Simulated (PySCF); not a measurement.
# C₆ coefficients of unlike pairs at UHF

Calculated with PySCF 2.14 from the dipole response of each species, C₆(A,B) = (3/π) ∫ α_A(iu) α_B(iu) du, in atomic units, from isotropic polarisabilities. For ions this is the dispersion term alone; charge-induced terms of lower order in 1/R come first.

```csv
species,configuration,basis,relativity,α (bohr³),C₆ (like pair)
S⁺,[Ne] 3s2 3p3 (4S),"x2c-TZVPPall with one added diffuse shell each of s, p, d type (6s6p4d1f)",spin-free X2C,10.89,53.62
Pd⁺,[Kr] 4d9 (2D),"aug-cc-pVTZ-PP with one added diffuse shell each of s, p, d, f, g type with ECP28MDF (7s7p6d4f3g)",core potential,10.15,60.58
Nb⁺,[Kr] 4d4 (5D),aug-cc-pVTZ-PP with ECP28MDF (6s6p5d3f2g),core potential,23.30,148.2
O²⁺,[He] 2s2 2p2 (3P),"x2c-TZVPPall with one added diffuse shell each of s, p, d type (6s4p3d1f)",spin-free X2C,1.789,2.336
```

Estimate C₆ for O²⁺ with Nb⁺.

The integral gives 17.48. The combination rule 2 C_A C_B / (C_A α_B/α_A + C_B α_A/α_B) gives 16.56 and the geometric mean 18.61.

No spin-orbit coupling is included.

The other pairs:

| pair | C₆ |
| --- | --- |
| O²⁺, Pd⁺ | 11.85 |
| Nb⁺, S⁺ | 88.06 |
| Pd⁺, S⁺ | 55.78 |
| O²⁺, S⁺ | 10.74 |
| Nb⁺, Pd⁺ | 91.27 |
